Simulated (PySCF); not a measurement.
# Relaxation of triplet OsS₃

Method: UPBE0 in PySCF with Os def2-SVP with ECP60, S def2-SVP; scalar-relativistic core potentials, no spin–orbit coupling; density-fitted integrals. A (50,194) grid was used.

A hand-made T-shaped start, of C2v symmetry, held to at least that symmetry:

```xyz
4
charge 0 multiplicity 3, angstrom
Os    0.0000    0.0000   -0.2495
S     0.0000    0.0000    1.8505
S     2.0987    0.0000   -0.1762
S    -2.0987    0.0000   -0.1762
```

Q: What does it relax to?

A: It ends at C2v with Os–S 2.088 Å (×2), Os–S 2.184 Å; S–Os–S 114.5° (×2), S–Os–S 130.9° (after a last refinement on a finer grid). A frequency run shows 1 imaginary mode, down to 73i cm⁻¹, so it is a saddle point.

Q: How much energy is released, and in how many steps?

A: 102.8 kJ/mol in 10 steps.

With open d or f shells other occupations or spin states may lie lower. At this level a singlet minimum of D3h symmetry lies 137 kJ/mol below this structure. With an element this heavy the missing spin–orbit coupling can shift these numbers.
